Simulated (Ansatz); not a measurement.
CH$_{4}$ClFGeOS, SMILES `C[O][Ge]([F])([SH])[Cl]`, charge 0, multiplicity 1.

Task: Give a relaxed structure at PBE0-D4/def2-TZVP (the Gaussian-basis code of Ansatz). (An estimate is asked.)

Result: Computed: 
Z-matrix (Å, degrees):
```
C
O 1 1.421
H 1 1.094 2 111.5
H 1 1.095 2 111.4 3 -122.2
H 1 1.091 2 107.0 3 119.1
Ge 2 1.746 1 119.9 3 59.6
S 6 2.176 2 109.6 1 -174.9
F 6 1.728 2 106.5 1 -53.0
Cl 6 2.126 2 112.5 1 61.2
H 7 1.346 6 91.1 2 36.8
```
This is one stationary point; other conformers may exist.
